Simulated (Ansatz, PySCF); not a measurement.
Gas-phase reaction R1 + 3 R2 → 2 P1, each structure at its B3LYP-D3(BJ)/def2-TZVP stationary point, reached from a drawn start (curvature not checked).
R1: N2 (SMILES N#N), charge 0, multiplicity 1.
R2: H2 (SMILES [H][H]), charge 0, multiplicity 1.
P1, NH3 (SMILES N) (charge 0, multiplicity 1):
```xyz
4

N      0.0000     0.0000     0.2791
H      0.0000     0.9428    -0.0931
H      0.8165    -0.4714    -0.0931
H     -0.8165    -0.4714    -0.0931
```

P less R. No zero-point or thermal terms.

Frozen-core correlation throughout.

Run with Ansatz (a first-principles code); PySCF for the D3/D4 terms. Each number belongs to the level named beside it.

### Question
One of these levels gives -50.41 kcal/mol for the reaction energy. Which?
A. CCSD/cc-pVDZ
B. r2SCAN-D3(BJ)/def2-TZVPP
C. revPBE/def2-TZVPP
D. PBE0-D3(BJ)/def2-TZVPP

### Answer
D, PBE0-D3(BJ)/def2-TZVPP. The others give -36.19 (revPBE/def2-TZVPP), -44.73 (r2SCAN-D3(BJ)/def2-TZVPP), -26.97 (CCSD/cc-pVDZ)
